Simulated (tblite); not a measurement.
C8H17P.
Numbering: `[CH3:1]/[CH:2]=[CH:3]/[P:4]([CH2:5][CH3:6])[CH:7]([CH3:8])[CH3:9]` (hydrogens: H10, H11, H12 on C1; H13 on C2; H14 on C3; H15, H16 on C5; H17, H18, H19 on C6; H20 on C7; H21, H22, H23 on C8; H24, H25, H26 on C9)

Computed with GFN2-xTB (tblite), gas phase: L-BFGS steps from a force-field or distance-geometry start until the largest atomic force falls under 0.01 eV/Å.

The end geometry, which sets the zero of energy:
```
atom  x, y, z in Å
C1      3.5189    0.8811   -0.3068
C2      2.2426    0.6342    0.4237
C3      1.0696    0.4104   -0.1521
P4     -0.4501    0.1221    0.8096
C5     -1.5318    1.3201   -0.1318
C6     -1.0910    2.7557    0.1188
C7     -0.9722   -1.4603   -0.0674
C8     -2.3770   -1.8665    0.3630
C9      0.0287   -2.5608    0.2687
H10     3.3624    0.8811   -1.3832
H11     4.2482    0.1105   -0.0569
H12     3.9419    1.8411   -0.0113
H13     2.3114    0.6407    1.5042
H14     0.9774    0.3994   -1.2354
H15    -1.4940    1.0872   -1.2008
H16    -2.5600    1.1873    0.2132
H17    -0.0712    2.9083   -0.2300
H18    -1.7439    3.4551   -0.4012
H19    -1.1205    2.9813    1.1829
H20    -0.9606   -1.2774   -1.1500
H21    -3.1100   -1.1140    0.0805
H22    -2.6575   -2.8091   -0.1056
H23    -2.4163   -1.9960    1.4431
H24     1.0323   -2.2833   -0.0497
H25     0.0482   -2.7340    1.3431
H26    -0.2465   -3.4917   -0.2254
```

Question: These geometries come from the run, each turned onto the end geometry. Order them by energy, lowest first.
A.
```
atom  x, y, z in Å
C1      3.5294    0.8331   -0.2222
C2      2.2286    0.6114    0.4736
C3      1.0653    0.4155   -0.1316
P4     -0.4789    0.1483    0.7985
C5     -1.5401    1.3381   -0.1758
C6     -1.0948    2.7735    0.0614
C7     -1.0151   -1.4334   -0.0733
C8     -2.3520   -1.9049    0.4896
C9      0.0421   -2.5134    0.1172
H10     3.4406    0.6446   -1.2897
H11     4.2976    0.1811    0.1912
H12     3.8590    1.8616   -0.0752
H13     2.2696    0.6119    1.5544
H14     0.9984    0.4105   -1.2160
H15    -1.4871    1.0924   -1.2411
H16    -2.5744    1.2141    0.1540
H17    -0.0580    2.9048   -0.2431
H18    -1.7155    3.4688   -0.5024
H19    -1.1672    3.0202    1.1180
H20    -1.1209   -1.2123   -1.1437
H21    -3.1268   -1.1537    0.3516
H22    -2.6753   -2.8200   -0.0058
H23    -2.2567   -2.1094    1.5554
H24     0.9919   -2.2169   -0.3230
H25     0.2022   -2.7047    1.1762
H26    -0.2831   -3.4387   -0.3549
```
B.
```
atom  x, y, z in Å
C1      3.5262    0.8223   -0.1712
C2      2.2023    0.6239    0.4851
C3      1.0697    0.3530   -0.1486
P4     -0.4889    0.1478    0.7634
C5     -1.4960    1.3569   -0.2492
C6     -1.1110    2.7948    0.0719
C7     -1.0572   -1.4372   -0.0828
C8     -2.3343   -1.9236    0.5951
C9      0.0388   -2.4970    0.0129
H10     3.4753    0.6022   -1.2367
H11     4.2718    0.1781    0.2961
H12     3.8572    1.8549   -0.0439
H13     2.1916    0.7182    1.5649
H14     1.0407    0.2617   -1.2328
H15    -1.3452    1.1463   -1.3127
H16    -2.5538    1.1996   -0.0239
H17    -0.0483    2.9506   -0.1073
H18    -1.6742    3.4968   -0.5430
H19    -1.3090    3.0133    1.1192
H20    -1.2624   -1.2146   -1.1393
H21    -3.1060   -1.1565    0.5672
H22    -2.7266   -2.8155    0.1069
H23    -2.1256   -2.1635    1.6361
H24     0.9097   -2.2079   -0.5741
H25     0.3628   -2.6263    1.0473
H26    -0.3287   -3.4556   -0.3574
```
C.
```
atom  x, y, z in Å
C1      3.5716    0.9882   -0.0967
C2      2.2429    0.6508    0.4811
C3      1.1646    0.2945   -0.2059
P4     -0.4283    0.1103    0.6673
C5     -1.3508    1.3105   -0.4285
C6     -1.1357    2.7422    0.0411
C7     -1.1440   -1.4810   -0.0636
C8     -2.3229   -1.8683    0.8291
C9     -0.1177   -2.6086   -0.1105
H10     3.5581    0.8917   -1.1776
H11     4.3425    0.3368    0.3116
H12     3.8455    2.0123    0.1550
H13     2.1743    0.7047    1.5580
H14     1.1758    0.2416   -1.2913
H15    -1.0089    1.1757   -1.4594
H16    -2.4172    1.0824   -0.3792
H17    -0.0808    3.0080    0.0558
H18    -1.6562    3.4416   -0.6109
H19    -1.5160    2.8554    1.0542
H20    -1.4963   -1.2820   -1.0845
H21    -2.9859   -1.0198    0.9965
H22    -2.8963   -2.6686    0.3674
H23    -1.9524   -2.2094    1.7955
H24     0.7059   -2.3718   -0.7832
H25     0.2998   -2.7875    0.8788
H26    -0.5927   -3.5273   -0.4570
```
D.
```
atom  x, y, z in Å
C1      3.5769    0.7296   -0.0383
C2      2.1527    0.9684    0.3608
C3      1.1658    0.1610   -0.0064
P4     -0.5390    0.2209    0.6253
C5     -1.2354    1.4970   -0.5816
C6     -1.3732    2.8312    0.1508
C7     -1.2004   -1.4225   -0.0902
C8     -2.1479   -1.9865    0.9678
C9     -0.1230   -2.4766   -0.3659
H10     3.7027    0.7299   -1.1201
H11     3.8894   -0.2560    0.3050
H12     4.2323    1.4655    0.4174
H13     1.9702    1.8321    0.9859
H14     1.3808   -0.6732   -0.6584
H15    -0.5648    1.6047   -1.4417
H16    -2.2169    1.1651   -0.9376
H17    -0.4127    3.1542    0.5509
H18    -1.7417    3.6221   -0.5026
H19    -2.0715    2.7354    0.9819
H20    -1.7707   -1.2128   -1.0035
H21    -2.9029   -1.2601    1.2599
H22    -2.6536   -2.8817    0.6074
H23    -1.5834   -2.2625    1.8572
H24     0.3540   -2.3471   -1.3359
H25     0.6479   -2.4366    0.4048
H26    -0.5567   -3.4792   -0.3496
```
E.
```
atom  x, y, z in Å
C1      3.5221    0.8463   -0.2776
C2      2.2357    0.6277    0.4440
C3      1.0650    0.4162   -0.1418
P4     -0.4588    0.1357    0.8153
C5     -1.5468    1.3283   -0.1273
C6     -1.0966    2.7664    0.0856
C7     -0.9783   -1.4458   -0.0655
C8     -2.3657   -1.8761    0.3965
C9      0.0457   -2.5397    0.2185
H10     3.3827    0.7854   -1.3551
H11     4.2565    0.1006    0.0284
H12     3.9270    1.8271   -0.0273
H13     2.2946    0.6468    1.5254
H14     0.9842    0.3949   -1.2259
H15    -1.5363    1.0755   -1.1918
H16    -2.5678    1.2101    0.2435
H17    -0.0919    2.9138   -0.3054
H18    -1.7711    3.4577   -0.4172
H19    -1.0886    3.0082    1.1467
H20    -0.9995   -1.2488   -1.1455
H21    -3.1130   -1.1247    0.1505
H22    -2.6526   -2.8122   -0.0814
H23    -2.3744   -2.0286    1.4737
H24     1.0430   -2.2242   -0.0813
H25     0.0711   -2.7685    1.2825
H26    -0.2071   -3.4497   -0.3242
```

Answer: E (0.003 eV), A (0.012 eV), B (0.025 eV), C (0.088 eV), D (0.412 eV).

In the order of the answer:

```tsv
step	E above end (eV)	largest force (eV/Å)	rms force component (eV/Å)	rms distance from end (Å)	rms bond change (Å)	bond most changed (Å)
136	0.003	0.03	0.011	0.055	0.000	P4–C5 +0.001
115	0.012	0.05	0.016	0.148	0.001	C7–C9 -0.002
93	0.025	0.11	0.029	0.257	0.002	C3–P4 -0.004
64	0.088	0.17	0.046	0.441	0.003	P4–C7 +0.009
14	0.412	0.19	0.060	0.827	0.008	P4–C7 +0.028
```

What follows is the cost of the whole relaxation. The run took 1.7 s wall on one thread of an Arm Neoverse V1, shared host with 32 logical CPUs at a one-minute load of 18.
